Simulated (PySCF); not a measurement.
# Adding and removing an electron: TaCl

r²SCAN; PySCF, scalar-relativistic core potentials, basis sets Ta def2-TZVPPD with ECP60, Cl def2-TZVPPD. Neutral (UKS): quintet (σ ↑, π ↑, δ ↑↑), Re = 2.299 Å, ωe = 369 cm⁻¹, HOMO -4.22 eV, LUMO -3.28 eV.

TaCl⁺ (UKS): quartet (σ ↑, δ ↑↑), Re = 2.172 Å, ωe = 474 cm⁻¹. The energies at the minima are -517.15196 hartree for TaCl and -516.89244 for TaCl⁺.

(1) Work out the adiabatic ionisation energy, without and with harmonic zero-point energies (1 hartree = 27.2114 eV, 1 eV = 8065.5 cm⁻¹), and the change of the bond length.

De is left out where the level can put another filling of the metal’s s and d shells below the measured ground configuration, by anything from nothing to about 1 eV. These are scalar-relativistic numbers at best; spin–orbit coupling would shift them, the dissociation energy most. With d or f electrons several states lie close, and the lowest PBE0 determinant need not be the measured ground state.

## Answers

(1) At r²SCAN: 0.25952 hartree = 7.062 eV between the minima; the zero-point term (474.0 − 369.0)/2 cm⁻¹ = +0.007 eV makes it 7.068 eV. Re changes by -12.7 pm against the neutral. The electron leaves a π orbital, and the shorter bond of the ion fits an antibonding orbital, or a change in how ionic the bond is.
